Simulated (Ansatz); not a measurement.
This geometry of C₃H₁₁NSi₂ (17 atoms, charge 0, multiplicity 1) is a first-order saddle point.

These are results of RKS PBE0/6-31G* in Ansatz 0.2.0, not measurements.

```xyz
17
Properties=species:S:1:pos:R:3
N -0.579 -2.053 -0.238
C 0.401 -1.316 0.572
C 1.188 -0.211 -0.199
C 0.403 1.093 0.173
Si -0.800 1.704 -1.129
Si -0.366 0.105 1.607
H -0.504 -1.779 -1.213
H -0.384 -3.048 -0.206
H 1.070 -2.007 1.095
H 1.264 -0.419 -1.278
H 2.216 -0.148 0.180
H 1.051 1.928 0.463
H -1.609 2.842 -0.605
H -1.730 0.614 -1.542
H -0.086 2.170 -2.358
H -1.845 0.142 1.794
H 0.290 0.382 2.924
```

(1) Which two structures does it join? (They come from a converged band through this point; their orientation in space is the band's.)

(2) How far does it lie above each of them?

Results:

(1) No bond is made or broken. The dihedral H8–N1–C2–C3 goes from 59 to -167°.

Image 0:

```xyz
17
Properties=species:S:1:pos:R:3
N -0.683 -2.149 0.080
C 0.300 -1.306 0.738
C 1.190 -0.360 -0.145
C 0.523 1.042 0.078
Si -0.582 1.622 -1.319
Si -0.390 0.273 1.558
H -1.348 -1.594 -0.453
H -0.224 -2.765 -0.588
H 0.912 -1.945 1.384
H 1.231 -0.687 -1.195
H 2.222 -0.347 0.226
H 1.235 1.839 0.314
H -1.254 2.909 -0.976
H -1.646 0.611 -1.597
H 0.186 1.812 -2.586
H -1.874 0.433 1.627
H 0.182 0.612 2.895
```

Image 6:

```xyz
17
Properties=species:S:1:pos:R:3
N -0.357 -1.515 -0.722
C 0.561 -1.260 0.383
C 1.347 0.030 0.036
C 0.263 1.110 0.347
Si -0.952 1.412 -1.071
Si -0.372 -0.144 1.616
H 0.141 -1.851 -1.544
H -1.054 -2.213 -0.481
H 1.187 -2.110 0.689
H 1.739 0.044 -0.992
H 2.202 0.138 0.717
H 0.659 2.064 0.705
H -1.217 2.888 -1.130
H -2.286 0.773 -0.908
H -0.367 1.035 -2.391
H -1.831 -0.362 1.848
H 0.318 -0.039 2.937
```

(2) 0.174 eV above the first and 0.264 eV above the second. This is the barrier of this one path; another mechanism may lie lower.

The run took 2.9 min on 2 threads of AMD EPYC 9R14 (Zen 4), on a shared host, peak memory 0.34 GiB.
